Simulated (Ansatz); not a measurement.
# Ligand exchange: Ge(CH3)4 + Sn(CH3)Cl3 → Ge(CH3)3Cl + Sn(CH3)2Cl2

Species: Ge(CH3)4 (tetramethylgermane), singlet; Sn(CH3)Cl3 (methyltin trichloride), singlet; Ge(CH3)3Cl (chlorotrimethylgermane), singlet; Sn(CH3)2Cl2, singlet. The partners trade CH3 for Cl: Ge–CH3 and Sn–Cl bonds give way to Ge–Cl and Sn–CH3.

Shapes, held fixed at every level: PBE0-D4/def2-TZVP. Programs: Ansatz 0.2.0. Electronic energies: no zero-point or thermal term.

Question: Estimate ΔE of this reaction.

Answer: The highest level, CCSD(T)/def2-TZVPP, gives ΔE = -17.4 kJ/mol; the levels span -18.7 to -15.0. The column of differences is taken from that level and isn't an error. No measured value is set beside it here. For atoms past krypton def2 sets carry core potentials with scalar relativity. Relativity is left out for Ge. Outer-core shells of Ge, Sn are correlated, in sets that cover them unevenly.

```
              level                    kind  ΔE (kJ/mol)  less CCSD(T)/def2-TZVPP
        HF/def2-SVP            Hartree–Fock        -16.4                     +1.0
      HF/def2-TZVPP            Hartree–Fock        -18.7                     -1.3
  PBE-D4/def2-TZVPP                     GGA        -15.0                     +2.4
BHLYP-D4/def2-TZVPP           global hybrid        -17.0                     +0.4
 wB97X-V/def2-TZVPP  range-separated hybrid        -17.2                     +0.2
  B2PLYP/def2-TZVPP           double hybrid        -17.0                     +0.4
 CCSD(T)/def2-TZVPP   coupled cluster or CI        -17.4                      0.0
```
